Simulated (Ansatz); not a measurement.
Consider the formal exchange of groups at the In–O bond: `[NH2][In]([OH])[O][SiH3]` + CH₄ → `[CH3][In]([NH2])[O][SiH3]` + H₂O.

Isolated molecules relaxed with PBE0-D4/def2-TZVP in Ansatz; ΔE leaves out vibrations. CCSD(T)/CBS is the MP2 limit (def2-TZVPP, def2-QZVPP) plus CCSD(T) − MP2 in def2-TZVPP, frozen cores. This one scheme is used for every species. Functionals use def2-TZVPP. Elements past krypton have def2 core potentials. For In outer-core shells are correlated without core-valence functions, which leaves a few kJ/mol of doubt a bond. Each species was taken in one conformer, which may not be the lowest.

| level | ΔE (kJ/mol) |
| --- | --- |
| r2SCANh | 39.1 |
| CCSD/def2-SVP | 46.3 |

Task: What does CCSD(T)/CBS give? (Estimate.)

Result: Ansatz gave: +34.8 kJ/mol. The listed levels differ from it by 4.3, 11.5 kJ/mol.

Largest T1 diagnostic among the species: 0.016.

Leaving LDA and LC-ωPBE aside and taking each functional with its dispersion term where it has one, the values, not all of them listed here, spread over 15.2 kJ/mol, from HSE06-D4 to B97M-V. LDA lies −10.0 kJ/mol from PBE without D4. From BLYP to BHLYP (50 % exact exchange), in def2-TZVPP and without D4, ΔE moves by −6.4 kJ/mol.

CCSD(T)/CBS has its own doubt, a few kJ/mol and more with outer-core shells, so smaller differences from it don't rank the levels.
